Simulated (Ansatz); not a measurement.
Ru (SMILES [Ru]), quintet (core potentials on Ru). Base run: BLYP/def2-SVP run with Ansatz (a quantum-chemistry and plane-wave program).

Input for Ansatz:
Ansatz 0.2 input:
```yaml
crystal:
  periodic: [false, false, false]
  atoms:
    - {symbol: Ru, position_ang: [0.00000000, 0.00000000, 0.00000000]}
basis:
  gaussian:
    orbitals: def2-SVP
hamiltonian:
  xc: blyp
magnetization: {spin_polarized: true, initial_magnetization: 4}
```

Each row names what was changed in the base input (with any setting that the change needs).

| change | basis functions | E (Eh) |
|---|---|---|
| base | 31 | -94.75036 |
| basis = def2-SV(P) | ___ | ___ |
| basis = def2-SVPD | 34 | -94.75036 |
| basis = 3-21G | 39 | -4423.09055 |
| basis = def2-TZVPD | 40 | -94.77524 |
| basis = def2-TZVP | 40 | -94.77524 |
| basis = def2-TZVPP | ___ | ___ |
| basis = def2-QZVP | 72 | -94.78078 |
| basis = def2-QZVPP | 88 | -94.78094 |

**Question.** What belongs in the gaps?

**Answer.** 
- basis = def2-SV(P), basis functions: 24
- basis = def2-SV(P), E (Eh): -94.74990
- basis = def2-TZVPP, basis functions: 56
- basis = def2-TZVPP, E (Eh): -94.77581

Totals compare only among sets that treat the same electrons; sets with core potentials leave the core out.
